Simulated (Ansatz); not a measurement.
The same substitution along the group F, Cl, Br.

Program: Ansatz. Geometries: PBE0-D4/def2-TZVP. ΔE: electronic, gas phase. CBS: MP2 limit from def2 TZ/QZ plus the TZ coupled-cluster correction, frozen cores. DFT in def2-TZVPP. B3LYP here is the variant with VWN-RPA as its local correlation; programs differ in this. def2 core potentials past Kr. For Br, In outer-core shells are correlated without core-valence functions, which leaves a few kJ/mol of doubt a bond. Scalar relativity is left out up to krypton. One conformer a species, not always the lowest.

```csv
reaction,B3LYP-D4 (kcal/mol),CCSD(T)/CBS(def2) (kcal/mol)
`[CH3][In]([OH])[F]` + `N[SiH]([SiH3])S` → `CS[SiH](N)[SiH3]` + `[OH][InH][F]`,9.1,10.7
`[CH3][In]([OH])[Cl]` + `N[SiH]([SiH3])S` → `CS[SiH](N)[SiH3]` + `[OH][InH][Cl]`,7.3,9.1
`[CH3][In]([OH])[Br]` + `N[SiH]([SiH3])S` → `CS[SiH](N)[SiH3]` + `[OH][InH][Br]`,11.1,12.5
```

Largest T1 diagnostic: 0.017, for `[OH][InH][F]`.
